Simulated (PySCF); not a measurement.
Al(All)(Cl)(H) (C3H6AlCl), SMILES C=C[CH2][AlH][Cl]. Atoms are numbered in the order given.

```xyz
11

Al     0.6970     0.0103     0.4353
C     -0.2176    -1.7196     0.1699
C     -0.5857    -1.1284    -1.1434
C      0.2793    -0.8567    -2.1532
H     -1.0719    -1.9948     0.7972
H      0.5220    -2.5310     0.1050
H     -1.6009    -0.7192    -1.2264
H      1.3060    -1.2378    -2.1527
H     -0.0426    -0.3003    -3.0361
Cl    -0.4275     1.6891     1.0846
H      2.2376     0.1617     0.1756
```

Geometry: B3LYP-D3(BJ)/def2-SVP. The structure was generated by enumeration; whether it is a known compound was not checked. One conformer was computed; it need not be the lowest.

Computed with PBE/def2-TZVP in PySCF.

Atomic charges (e):

```json
[
 {"atom": "Al1", "Mulliken": "0.40", "Löwdin": "-0.19", "meta-Löwdin": "0.64"},
 {"atom": "C2", "Mulliken": "-0.35", "Löwdin": "-0.33", "meta-Löwdin": "-0.49"},
 {"atom": "C3", "Mulliken": "-0.08", "Löwdin": "-0.20", "meta-Löwdin": "-0.09"},
 {"atom": "C4", "Mulliken": "-0.28", "Löwdin": "-0.20", "meta-Löwdin": "-0.29"},
 {"atom": "H5", "Mulliken": "0.13", "Löwdin": "0.15", "meta-Löwdin": "0.14"},
 {"atom": "H6", "Mulliken": "0.13", "Löwdin": "0.16", "meta-Löwdin": "0.14"},
 {"atom": "H7", "Mulliken": "0.13", "Löwdin": "0.16", "meta-Löwdin": "0.14"},
 {"atom": "H8", "Mulliken": "0.14", "Löwdin": "0.14", "meta-Löwdin": "0.13"},
 {"atom": "H9", "Mulliken": "0.13", "Löwdin": "0.13", "meta-Löwdin": "0.14"},
 {"atom": "Cl10", "Mulliken": "-0.27", "Löwdin": "0.27", "meta-Löwdin": "-0.33"},
 {"atom": "H11", "Mulliken": "-0.08", "Löwdin": "-0.09", "meta-Löwdin": "-0.13"}
]
```
